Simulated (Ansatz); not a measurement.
```xyz
2

Li    0.0000    0.0000    0.0000
B     0.0000    0.0000    2.9680
```

Basis set: pcseg-2 (spherical functions). Charge 0, multiplicity 3.

Computed with Ansatz (development build ahead of 0.2.0); each method stands on the lowest determinant of its kind that the runs found.

Give the atomization energy at this shape (free ground-state atoms in the same class of orbitals less the molecule, no zero-point energy) of triplet LiB by UHF, ROHF.

```csv
method,atomization energy
UHF,0.17 eV
ROHF,0.13 eV
```

The shape needn't be a minimum at these levels.
